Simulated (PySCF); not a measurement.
Heteronuclear NMR

Bonds (- single, = double, # triple, : aromatic): N1-Si2, Si2-Si3, Si3-O4, O4-C5, C5-C6, C6-C7, C7-C8, C8-C9, C8-Si3, C9-C5. N1 carries H10, H11; Si2 carries H12, H13; Si3 carries H14; C5 carries H15; C6 carries H16, H17; C7 carries H18, H19; C8 carries H20; C9 carries H21, H22. Stereochemistry as in N[SiH2][Si@@H]1O[C@@H]2CC[C@H]1C2. H21 is cis to Si2 on the ring; H16, H18 are cis to Si3 on the ring; H12 is pro-R; H13 is pro-S; H22 is trans to Si2 on the ring; H17, H19 are trans to Si3 on the ring.

- GIAO PBE0/pcSseg-1 shieldings
- coordinates at the GFN2-xTB level
- code: PySCF 2.14.0 with density-fitted response routines
- relativity neglected, one computed conformer, fast rotation and ring inversion assumed for equivalent nuclei, no solvent

(1) Predict the 29Si NMR data.

(2) What are the 15N shifts?

(3) Predict the 17O NMR data.

## Answers

(1) 
```json
{"atoms": "Si3", "environment": "silicon bonded to C, O, Si, H, in a 5-membered ring", "σ (ppm)": "337.1", "δ (ppm)": "2.9"}
{"atoms": "Si2", "environment": "silicon bonded to N, Si, 2 H", "σ (ppm)": "410.2", "δ (ppm)": "-57.2"}
```

Shieldings were converted by a linear fit to measured shifts: 29Si (scatter 8.9 ppm rms, 25.8 ppm with the 6 outliers that the fit left out vs TMS, solution or neat liquid). Occasional misses reach two or three times the rms, and more in compound classes unlike the fitted ones.

On a 300 MHz spectrometer 29Si resonates near 59.6 MHz, so 1 ppm is 59.6 Hz.

(2) 
```json
{"atoms": "N1", "environment": "nitrogen bonded to Si, 2 H", "σ (ppm)": "270.5", "δ (ppm)": "-397.3"}
```

Shieldings were converted by a linear fit to measured shifts: 15N: δ = -148.07 − 0.921σ (rms 6.3 ppm, 71 shifts vs CH3NO2, solution or neat liquid). Occasional misses reach two or three times the rms, and more in compound classes unlike the fitted ones.

On a 500 MHz spectrometer 15N resonates near 50.7 MHz, so 1 ppm is 50.7 Hz.

(3) 
```
atoms                                   environment  σ (ppm)  δ (ppm)
   O4  oxygen bonded to C, Si, in a 5-membered ring    298.7     -5.4
```

Shieldings were converted by a linear fit to measured shifts: 17O (scatter 10.7 ppm rms, 12.2 ppm with the 3 outliers that the fit left out vs liquid water, solution or neat liquid). Occasional misses reach two or three times the rms, and more in compound classes unlike the fitted ones.

On a 300 MHz spectrometer 17O resonates near 40.7 MHz, so 1 ppm is 40.7 Hz.
